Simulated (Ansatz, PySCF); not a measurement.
Reaction (SMILES): CCOC [methoxyethane] + C (CH4) + O (H2O) -> CC (C2H6) + 2 CO (CH4O)
Each molecule is optimised on its own at B3LYP-D3(BJ)/def2-TZVP (Ansatz, a program for electronic structure), one conformer each, not searched for the lowest.
Geometry of the first species:
```xyz
12

O      0.0190    -0.7104     0.0050
C     -0.0077     0.7049    -0.0051
C      1.3270    -1.2336    -0.0063
C     -1.4489     1.1652     0.0082
H      0.5319     1.0935     0.8711
H      0.5114     1.0804    -0.8992
H      1.2451    -2.3195     0.0026
H      1.8764    -0.9239    -0.9054
H      1.8970    -0.9108     0.8751
H     -1.9791     0.7881    -0.8672
H     -1.9585     0.8011     0.9012
H     -1.4989     2.2556     0.0008
```
Charge 0, spin multiplicity 1.

Quantity: bond separation energy (electronic energy difference), in kJ/mol. Correlated levels leave the core frozen unless marked. No spin-orbit coupling. No relativistic terms. CBS(X,Y): correlation extrapolated as X^-3; Hartree-Fock from the larger set. [CCSD(T)-MP2]/basis is that difference in the basis named.

| level | program | bond separation energy (kJ/mol) |
|---|---|---|
| HF-D4/def2-TZVPD | PySCF + dftd4 | 39.6 |
| PBE0-D3(BJ)/def2-TZVPD | Ansatz + dftd3 | 38.3 |
| PBE0-D4/def2-TZVPD | Ansatz + dftd4 | 38.8 |
| PBE0/def2-TZVPD | Ansatz | 35.6 |
| BHLYP-D3(BJ)/def2-TZVPD | Ansatz + dftd3 | ? |
| r2SCANh-D4/def2-TZVPD | Ansatz + dftd4 | 42.1 |
| r2SCANh/def2-TZVPD | Ansatz | 40.8 |
| r2SCAN0-D4/def2-TZVPD | Ansatz + dftd4 | 41.3 |
| r2SCAN0/def2-TZVPD | Ansatz | 39.9 |
| LC-wPBE-D4/def2-TZVPD | Ansatz + dftd4 | 39.2 |
| SCS-MP2/6-31G | Ansatz | 36.2 |
| SCS-MP2/cc-pVTZ | Ansatz | 39.6 |
| CCSD/cc-pVDZ | Ansatz | 36.8 |
| CCSD/cc-pVTZ | Ansatz | 39.2 |
| RI-MP2/CBS(cc-pVTZ,cc-pVQZ)+[CCSD(T)-MP2]/cc-pVTZ | Ansatz | ? |

Question: Complete the blanks.

Answer: 
- BHLYP-D3(BJ)/def2-TZVPD, bond separation energy (kJ/mol): 37.9
- RI-MP2/CBS(cc-pVTZ,cc-pVQZ)+[CCSD(T)-MP2]/cc-pVTZ, bond separation energy (kJ/mol): 42.2
